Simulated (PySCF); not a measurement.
C6H4F3N.
SMILES with atom numbers: `[N:1]#[C:2][C@H:3]1[CH2:4][CH:5]=[C:6]1[C:7]([F:8])([F:9])[F:10]` (hydrogens: H11 on C3; H12, H13 on C4; H14 on C5)

Geometry (GFN2-xTB, Å), atoms numbered from 1 in this order:
```xyz
14
C6H4F3N angstrom
N     -0.5043    2.4649   -1.7597
C     -0.5551    1.7166   -0.8983
C     -0.6441    0.7609    0.1725
C     -1.6494   -0.4099   -0.0697
C     -0.4534   -1.3166   -0.0274
C      0.4138   -0.3249    0.1746
C      1.8863   -0.2396    0.3655
F      2.4896    0.5129   -0.5676
F      2.2059    0.3066    1.5553
F      2.4662   -1.4478    0.3276
H     -0.7648    1.2850    1.1234
H     -2.3697   -0.5556    0.7320
H     -2.1660   -0.3719   -1.0266
H     -0.3557   -2.3810   -0.1239
```

The closed-shell SCF was solved with PySCF and density fitting under several settings on one GFN2-xTB geometry (grid level 2 and gas phase unless stated).

```tsv
settings	basis functions	SCF cycles	E (Eh)	HOMO (eV)	LUMO (eV)	dipole (D)
PBE0/pcSseg-1	190	15	-584.5928	-8.83	-1.27	4.88
PBE0/def2-SVPD	241	15	-584.2412	-8.86	-1.33	4.95
```

Problem. Estimate the row for these settings: CAM-B3LYP/3-21G, start guess huckel.

Solution. 
| settings | basis functions | SCF cycles | E (Eh) | HOMO (eV) | LUMO (eV) | dipole (D) |
| --- | --- | --- | --- | --- | --- | --- |
| CAM-B3LYP/3-21G, start guess huckel | 98 | 17 | -581.8273 | -9.88 | 0.41 | 4.62 |

Problem. Over all rows, what range does the HOMO–LUMO gap span?

Solution. From 7.53 eV (PBE0/def2-SVPD) to 10.29 eV (CAM-B3LYP/3-21G, start guess huckel). The functional of the narrowest has 25 % exact exchange, that of the widest range-separated exact exchange.

Problem. Compare two rows with the functional PBE0: PBE0/pcSseg-1 and PBE0/def2-SVPD. Which energy is lower, and by how much?

Solution. PBE0/pcSseg-1 (190 functions) lies 0.3516 Eh or 221 kcal/mol below PBE0/def2-SVPD (241 functions). The smaller set gives the lower energy; the two sets aren't nested, so the variational bound doesn't order them by size.

Cycle counts include a coarse-grid stage where the run had one.
